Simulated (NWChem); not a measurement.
Species: CH$_{4}$AlO cation; SMILES [CH3][Al+][OH]

```xyz
7

Al     0.0017    -0.0897     0.0005
C     -0.0010     1.8133    -0.0003
H     -0.9680     2.1785     0.3813
H      0.1496     2.1807    -1.0279
H      0.8115     2.1850     0.6441
O     -0.0022    -1.7003    -0.0011
H      0.0091    -2.6564     0.0066
```
Atoms are numbered in this order, from 1.

Program: NWChem. The geometry was optimised at PBE0/def2-SVP.

For level MPW1K/def2-SVP:

```
Quantity                      Value
---------------------------  ------
highest occupied level (eV)  -16.54
orbital gap (eV)              10.05
```

Q: How do the values read with level OLYP/def2-SVP instead?

A: highest occupied level (eV): -13.67
orbital gap (eV): 5.86
